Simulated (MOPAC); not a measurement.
MOPAC input (PM7):

```
PM7 PRECISE GNORM=0.05 LET XYZ CHARGE=1 GEO-OK AUX(PRECISION=9) THREADS=1
HCl2Si

Cl   -1.70065562 1   -0.32158786 1    0.05694345 1
Si    0.00102501 1    0.63883195 1   -0.00618000 1
Cl    1.69961322 1   -0.32808452 1   -0.05065858 1
H     0.00337071 1    2.10078307 1   -0.02032277 1
```

**Question.** What heat of formation does the run end on?

**Answer.** 161.50 kcal/mol.
